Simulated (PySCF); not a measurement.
## Bi⁺ (bismuth, charge +1): UHF calculation

Configuration: [Xe] 4f14 5d10 6s2 6p2, high-spin 3P determinant. Calculation: PySCF 2.14, in aug-cc-pVQZ-PP with one added diffuse shell each of s, p, d, f, g type with ECP60MDF (8s8p6d4f3g, 117 functions); scalar relativity through the core potential.

```
Total energy                                                  : -213.292961 hartree
One-electron energy                                           : -366.0319 hartree
Hartree (Coulomb) energy                                      : 168.6510 hartree
Exchange energy                                               : -15.9121 hartree
⟨S²⟩                                                          : 2.0084
⟨L²⟩                                                          : 2.019
Sum of ⟨r⟩                                                    : 29.95 bohr
Sum of ⟨r²⟩                                                   : 53.72 bohr²
Traceless quadrupole moment −½Σ⟨3z² − r²⟩ along its main axis : 3.61 e·bohr²
Time after the integrals                                      : about 5 core-seconds
```

| shell | electrons | mean orbital energy (eV) | spread (eV) | rms radius, mean of both spins (bohr) |
| --- | --- | --- | --- | --- |
| 5s α | 1 | -190.26 | 0 | 0.899 |
| 5s β | 1 | -189.99 | 0 | 0.899 |
| 5p α | 3 | -124.26 | 0.179 | 1.02 |
| 5p β | 3 | -124.06 | 0.568 | 1.02 |
| 5d α | 5 | -44.083 | 0.410 | 1.32 |
| 5d β | 5 | -43.782 | 0.711 | 1.32 |
| 6s α | 1 | -27.943 | 0 | 2.32 |
| 6s β | 1 | -23.919 | 0 | 2.32 |
| 6p α | 2 | -15.672 | 0 | 2.98 |

Energies and moments cover only the electrons outside the core potential. Spin-orbit coupling is strong in this species (close to jj coupling), so the high-spin LS determinant is a model state, not a physical level.
